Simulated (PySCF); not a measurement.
Gas-phase reaction: SeF₆ + 2 H → H₂Se + 3 F₂

Energies from PySCF (xtb for GFN2), thermal terms from the rigid-rotor harmonic-oscillator model, ideal gas at 1 bar. † marks an energy on the PBE0/def2-TZVP geometry and frequencies; other levels use their own. CCSD(T) freezes the core. Open shells (unrestricted): H (multiplicity 2); the rest are closed-shell singlets. GFN2 has no spin-polarisation term. B3LYP is the form with VWN-RPA correlation. Se: all electrons, no relativistic terms. CCSD(T) isn't extrapolated to the basis-set limit.

| level | ΔH°(298 K), kJ |
|---|---|
| B3LYP/def2-TZVP† | [?] |
| BLYP/def2-TZVP† | [?] |
| CCSD(T)/def2-SVP† | 624 |
| GFN2-xTB | 489 |
| M06-2X/def2-TZVP† | [?] |
| PBE0/def2-TZVP | 762 |

Complete the blanks.


- B3LYP/def2-TZVP†, ΔH°(298 K), kJ: 684
- BLYP/def2-TZVP†, ΔH°(298 K), kJ: 622
- M06-2X/def2-TZVP†, ΔH°(298 K), kJ: 827
